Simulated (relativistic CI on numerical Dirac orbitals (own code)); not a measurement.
## Ligand-field terms of d6

Computed with a parametric ligand-field model of a d^n configuration (Racah B and C, spin-orbit zeta, crystal field), exact diagonalisation.

Field parameters in Wybourne normalisation: Oh B⁴₀ = 21Dq, B⁴₄ = √(5/14) B⁴₀; Td as Oh with Dq negative (B⁴₀ = 21Dq, B⁴₄ = √(5/14) B⁴₀). The field is a parameter set, without covalency.

Task: Ground term and bands for B = 800, C = 3570, ζ = 0 cm⁻¹, Oh, 10Dq = 33500 cm⁻¹?

Result: Ground term 1A1 with 0.03 electrons in the two orbitals of the cubic e set. Spin-allowed: 1T1 31018 cm⁻¹ (322 nm), 1T2 42052 cm⁻¹ (238 nm), 1T2 63475 cm⁻¹ (158 nm), 1E 64033 cm⁻¹ (156 nm). Lowest spin-forbidden: 3T1 23444 cm⁻¹ (427 nm), 3T2 28905 cm⁻¹ (346 nm), 5T2 36080 cm⁻¹ (277 nm).

Task: Ground term and bands for B = 960, C = 4630, ζ = 0 cm⁻¹, Oh, 10Dq = 32700 cm⁻¹?

Result: Ground term 1A1 with 0.04 electrons in the two orbitals of the cubic e set. Spin-allowed: 1T1 29672 cm⁻¹ (337 nm), 1T2 42352 cm⁻¹ (236 nm), 1T2 61135 cm⁻¹ (164 nm), 1E 61876 cm⁻¹ (162 nm). Lowest spin-forbidden: 3T1 19823 cm⁻¹ (504 nm), 5T2 26012 cm⁻¹ (384 nm), 3T2 26061 cm⁻¹ (384 nm).

Task: Ground term and bands for B = 990, C = 4010, ζ = 0 cm⁻¹, Oh, 10Dq = 37250 cm⁻¹?

Result: Ground term 1A1 with 0.03 electrons in the two orbitals of the cubic e set. Spin-allowed: 1T1 34522 cm⁻¹ (290 nm), 1T2 47967 cm⁻¹ (208 nm), 1T2 70860 cm⁻¹ (141 nm), 1E 71223 cm⁻¹ (140 nm). Lowest spin-forbidden: 3T1 25929 cm⁻¹ (386 nm), 3T2 32592 cm⁻¹ (307 nm), 5T2 39408 cm⁻¹ (254 nm).

Task: A d6 ion in Oh symmetry has the ground term 1A1 and bands at 3T1 16272 cm⁻¹ (615 nm), 3T2 20732 cm⁻¹ (482 nm), 1T1 22270 cm⁻¹ (449 nm), 5T2 23945 cm⁻¹ (418 nm), 1T2 31284 cm⁻¹ (320 nm), 1T2 45779 cm⁻¹ (218 nm), 1E 46062 cm⁻¹ (217 nm). Which parameters reproduce them?

Result: B = 670, C = 2800, ζ = 0 cm⁻¹, Oh, 10Dq = 24150 cm⁻¹.

Task: Ground term and bands for B = 900, C = 4500, ζ = 0 cm⁻¹, Td, 10Dq = -2950 cm⁻¹?

Result: Ground term 5E with 3.00 electrons in the two orbitals of the cubic e set. Spin-allowed: 5T2 2950 cm⁻¹. Lowest spin-forbidden: 3T1 20655 cm⁻¹ (484 nm), 3E 22006 cm⁻¹ (454 nm), 3T2 23382 cm⁻¹ (428 nm).
